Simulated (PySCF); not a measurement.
PySCF input:

```python
from pyscf import gto, scf, dft

mol = gto.M(
    atom='''
    Te   -0.02127922    0.09549355   -1.39893027
    Te    0.01114215   -0.06379250    1.36869607
    H     0.52712718   -1.64845433    1.57217851
    ''',
    basis='def2-tzvpd',
    ecp='def2-tzvp',
    charge=-1,
    spin=0,
    verbose=4,
)

mf = dft.RKS(mol, xc='tpss').density_fit(auxbasis='def2-universal-jkfit')
mf.grids.level = 3
mf.conv_tol = 1e-9
mf.max_cycle = 100
mf.max_memory = 1500
mf.kernel()
if not mf.converged:
    mf = mf.newton()
    mf.kernel(mf.make_rdm1())
mf.analyze()
```

Task: Predict the final energy.

Result: -536.54028 Eh (TPSS/def2-TZVPD).

It need not be the lowest isomer of its formula. Whether it binds its extra electron was not tested at this geometry.
